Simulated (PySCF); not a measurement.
[WNF5]3- (charge -3 and doublet state).
Bonds: W1–N2, W1–F3, W1–F4, W1–F5, W1–F6, W1–F7.

Method: PBE0-D3(BJ)/def2-SVP geometry optimisation, gas phase, def2 core potentials past Kr in PySCF.

Task: How far are the bound atoms from W1?

Result: 6 atoms: N2 1.731 Å, F5 2.058 Å, F7 2.058 Å, F6 2.058 Å, F4 2.058 Å, F3 2.211 Å.

Task: List the angles at W1.

Result: 
```
   angle  degrees  distance of the outer atoms (Å)
N2–W1–F3    179.9                             3.94
F6–W1–F7    163.6                             4.07
F4–W1–F5    163.6                             4.07
N2–W1–F4     98.4                             2.88
N2–W1–F7     98.2                             2.87
N2–W1–F6     98.1                             2.87
N2–W1–F5     98.1                             2.87
F4–W1–F6     88.9                             2.88
F5–W1–F7     88.8                             2.88
F4–W1–F7     88.8                             2.88
F5–W1–F6     88.8                             2.88
F3–W1–F6     81.9                             2.80
F3–W1–F5     81.8                             2.80
F3–W1–F4     81.7                             2.79
F3–W1–F7     81.7                             2.79
```

Task: What is the shape at W1?

Result: Distorted octahedral: the three widest angles are 179.9°, 163.6° and 163.6°, the others run from 81.7° to 98.4°. The W–F distances aren't all alike: 2.058 to 2.211 Å.

Task: What are the rotational constants (commonest isotopes, rigid rotor)?

Result: A = 1722, B = 1721, C = 1603 MHz: an oblate symmetric top.

Point group: C4v (tolerance 0.08 Å). Charge -3, doublet. ⟨S²⟩ = 0.761 (exact for a doublet: 0.75). Whether so highly charged an anion holds all its electrons in the gas phase wasn't checked; a finite basis holds them in any case. The ion is multiply charged and computed without counter-ions or solvent. The geometry's basis has no diffuse functions, a weakness for an anion. Not checked by PBE0-D3(BJ)/def2-SVP frequencies.

Caution for open-shell metal species: one SCF solution and one stationary point were followed, and a lower state or a bent or distorted shape isn't ruled out.
